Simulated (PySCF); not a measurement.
SeHF, SMILES F[SeH]. Atoms are numbered in the order given.

```xyz
3

Se     0.0456    -0.3585     0.0000
H     -1.4236    -0.5179     0.0000
F     -0.0142     1.4118     0.0000
```
Charge 0, spin multiplicity 1.

The structure is a stationary point at B3LYP-D3(BJ)/def2-TZVP.

The numbers are results of B3LYP/def2-TZVPD (PySCF), not measurements.

Symmetry labels are those of the subgroup Cs that the program uses (full group Cs).

Question: List the valence orbital energies around the gap with their symmetry. (An estimate is asked for; the answer gives what the named calculation found.)

Answer: 
| orbital | symmetry | energy (eV) |
|---|---|---|
| HOMO−7 | A' | -58.86 |
| HOMO−6 | A' | -32.27 |
| HOMO−5 | A' | -19.73 |
| HOMO−4 | A' | -13.41 |
| HOMO−3 | A' | -12.33 |
| HOMO−2 | A" | -12.05 |
| HOMO−1 | A' | -10.10 |
| HOMO | A" | -7.03 |
| LUMO | A' | -2.65 |
| LUMO+1 | A' | -0.63 |
| LUMO+2 | A' | 0.71 |
| LUMO+3 | A" | 0.88 |
